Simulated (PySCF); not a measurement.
# Identify the compound

Molecular formula: C₇H₁₂. Simulated spectra:

1H NMR (300 MHz, computed): δ 2.10 (m, 2H), 1.60 (m, 4H), 1.16 (m, 4H), 1.08 (m, 2H).

13C{1H} NMR (computed): δ 39.8 (CH2), 39.8 (CH), 32.5 (CH2).

Theory: coordinates at the GFN2-xTB level, GIAO PBE0/pcSseg-1 shieldings, in PySCF 2.14 (isolated molecule, fast rotation and ring inversion assumed for equivalent nuclei, a single conformation, non-relativistic).

References, each an isolated molecule treated in the same way: 1H (σ = 31.72 ppm), 13C (σ = 186.93 ppm) against TMS.

**Question.** Propose a structure and justify it.

**Answer.** 
1. The formula gives 2 degrees of unsaturation (2 rings in the answer).
2. 3 carbon signals for 7 carbons: some carbons are equivalent by symmetry or fast rotation.
3. Carbon types of the structure: 2 × CH, 5 × CH2, which accounts for all hydrogens.
4. δC 39.8, 32.5: sp3 CH2 in a ring; aliphatic region, no heteroatom directly attached.
5. δC 39.8: sp3 CH in a ring; saturated and bonded to C and H only.
6. δH 2.10: hydrogen on an sp3 CH in a ring.
7. δH 1.60, 1.16, 1.08: hydrogen on an sp3 CH2 in a ring; far from electronegative atoms and π systems.

These data were computed for SMILES [C@H]12CC[C@H](CC1)C2.

This is the structure that produced the data.

Shifts are as computed. Against solution values, carbons near 30 ppm lie about +3 ppm off and those near 130 ppm about +5 ppm. Of 246 compounds with measured shifts, 49 miss one by over three times the rms of a fit or turn the order of signals round; such compounds aren't used in these exercises. No couplings were computed; multiplicities are counted from neighbouring protons, with m where these are inequivalent, close in shift, in a saturated or five-membered ring or joined by F or P, and br s for small geminal =CH2 splittings.
